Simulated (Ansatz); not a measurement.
Reaction (formal exchange of groups at the Si–H bond): `F[SiH2]O[SiH3]` + `CCCCF` → `F[SiH](F)O[SiH3]` + `CCCC`

Gas-phase electronic energies from Ansatz, PBE0-D4/def2-TZVP geometries. CCSD(T)/CBS is the MP2 limit (def2-TZVPP, def2-QZVPP) plus CCSD(T) − MP2 in def2-TZVPP, frozen cores. Functionals use def2-TZVPP. B3LYP here is the variant with VWN-RPA as its local correlation; programs differ in this. HSE06 is defined as in plane-wave codes. Each species was taken in one conformer, which may not be the lowest.

`F[SiH2]O[SiH3]`:

```xyz
9

F     0.986    1.767    1.378
Si    1.284    0.890    0.081
O    -0.085    0.200   -0.432
Si   -1.289   -0.886   -0.182
H     1.779    1.798   -0.972
H     2.269   -0.142    0.473
H    -1.769   -1.353   -1.505
H    -2.399   -0.235    0.556
H    -0.776   -2.039    0.603
```

`CCCCF`:

Cartesian coordinates in Å:
```
C -0.141 1.692 0.955
C -0.279 0.205 0.680
C 0.323 -0.202 -0.655
C 0.179 -1.670 -0.959
F -1.161 -2.012 -1.069
H 0.909 1.997 0.970
H -0.645 2.282 0.185
H -0.579 1.963 1.918
H -1.335 -0.080 0.696
H 0.205 -0.366 1.481
H -0.138 0.373 -1.466
H 1.393 0.038 -0.672
H 0.606 -2.287 -0.160
H 0.662 -1.933 -1.905
```

`F[SiH](F)O[SiH3]`:

```xyz
9

F     0.540    1.527   -1.818
Si    0.820    0.049   -1.330
F     2.305    0.026   -0.784
O    -0.199   -0.345   -0.162
Si   -0.888   -0.137    1.317
H     0.704   -0.870   -2.463
H    -1.903   -1.201    1.492
H    -1.531    1.198    1.380
H     0.153   -0.246    2.368
```

`CCCC`:

Cartesian coordinates in Å:
```
C -0.120 -1.922 0.284
C 0.429 -0.593 -0.205
C -0.429 0.593 0.204
C 0.121 1.922 -0.283
H -1.124 -2.103 -0.112
H 0.513 -2.758 -0.023
H -0.189 -1.942 1.375
H 0.519 -0.611 -1.298
H 1.446 -0.450 0.179
H -0.521 0.610 1.296
H -1.446 0.451 -0.181
H 0.193 1.942 -1.374
H 1.123 2.103 0.115
H -0.513 2.758 0.023
```

Problem. Is it downhill or uphill in electronic energy at CCSD(T)/CBS, and by how much? (Estimate.)

Solution. The calculation gave: Downhill: ΔE = -244.6 kJ/mol.

Problem. What do these levels give: PBE-D4, PBE0-D4, HSE06-D4, BLYP, PBE0, B3LYP, HSE06, HF/def2-SVP, MP2/def2-TZVPP, HF/def2-QZVPP, MP2/def2-QZVPP, CCSD/CBS(def2)? (An estimate is asked.)

Solution. Ansatz gave: PBE-D4 -226.8, PBE0-D4 -233.4, HSE06-D4 -233.2, BLYP -227.6, PBE0 -232.6, B3LYP -233.5, HSE06 -232.4, HF/def2-SVP -215.0, MP2/def2-TZVPP -250.6, HF/def2-QZVPP -242.4, MP2/def2-QZVPP -253.4, CCSD/CBS(def2) -245.7 kJ/mol.

Problem. What do rigid-rotor, harmonic-oscillator terms from PBE0-D4/def2-TZVP frequencies (298.15 K, 1 bar) make of the CCSD(T)/CBS value? (An estimate is asked.)

Solution. Ansatz gave: ΔZPE = +4.5 kJ/mol, ΔH = -239.6 kJ/mol, ΔS = 0 J/(mol·K), ΔG = -239.6 kJ/mol. Modes under 50 cm⁻¹ make the entropy rough.

Largest T1 diagnostic among the species: 0.012.

From PBE to PBE0 (25 % exact exchange), in def2-TZVPP and without D4, ΔE moves by −6.8 kJ/mol. Leaving LDA and LC-ωPBE aside and taking each functional with its dispersion term where it has one, the values, not all of them listed here, spread over 16.8 kJ/mol, from r2SCAN0-D4 to PBE-D4. LDA lies −3.4 kJ/mol from PBE without D4. At CCSD(T), def2-SVP lies +26.4 kJ/mol from the extrapolated value and def2-TZVPP +3.5 kJ/mol.
